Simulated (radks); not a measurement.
Values are calculated unless marked as measured or tabulated.
Q: The mean radii <r> (bohr) of the occupied orbitals of an atom or ion are listed with their occupations. Code: a radial shooting solver on a logarithmic mesh with Libxc functionals. Model: Dirac Kohn-Sham, exchange-only LDA, spin-unpolarised, spherical densities, finite nucleus; Fermi nuclear charge, rms radius of each element as measured or else 0.836 A^(1/3) + 0.57 fm.

orbital  occ.      <r>
1s1/2       2  0.06657
2s1/2       2   0.3090
2p1/2       2   0.2727
2p3/2       4   0.2755
3s1/2       2   0.9424
3p1/2       2   0.9974
3p3/2       4    1.006
3d3/2       2    1.261
4s1/2       2    2.895
4f5/2       1    20.00

Name the element and its charge. Open shells, if any, fill j = l - 1/2 first.

A: Z = 23, vanadium, charge 0: V in [Ar] 3d2 4s2 4f1. The 1s radius gives Z: for a bare nucleus <r> = (2 gamma + 1)/(2Z) with gamma = sqrt(1 - (Z/c)^2), 0.0646 bohr for Z = 23, and screening makes it slightly larger (0.06657 here). The occupations add up to 23, and the charge is Z minus that.
